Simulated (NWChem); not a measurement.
Molecule: C$_{2}$H$_{5}$BO; SMILES C=CBO

```xyz
9

B     -0.4574     0.6346     0.0015
H     -1.6537     0.5666     0.0034
C      0.4197    -0.6499     0.0018
C     -0.1295    -1.8749    -0.0014
H      1.5130    -0.5868     0.0040
H      0.4591    -2.7912    -0.0021
H     -1.2104    -2.0041    -0.0035
O      0.0586     1.8950    -0.0012
H      1.0287     1.8996    -0.0027
```
Atoms are numbered in this order, from 1.

Level: B3LYP/6-31G* (spherical d) (NWChem), optimised geometry, unscaled harmonic frequencies. 

Problem. List the harmonic frequencies with IR intensities, and the thermochemistry.

Solution. 
```tsv
frequency (cm⁻¹)	IR intensity (km/mol)
122	3.2
254	4.6
463	5.5
500	19.5
710	124.6
891	16.6
915	16.9
1005	50.9
1013	27.4
1054	12.4
1106	5.6
1208	93.9
1304	87.7
1380	184.0
1484	119.5
1691	43.6
2644	129.0
3095	32.1
3147	13.6
3224	18.0
3738	24.0
```

| Property | Value |
|---|---|
| zero-point energy | 44.2 kcal/mol |
| thermal correction to the enthalpy at 298.15 K (with zero-point energy) | 47.9 kcal/mol |
| heat capacity Cv | 15.9 cal/(mol K) |
| entropy at 298.15 K and 1 atm (symmetry number 1) | 68.9 cal/(mol K) |
| dipole moment | 2.08 D |

Rigid rotor and harmonic oscillator.
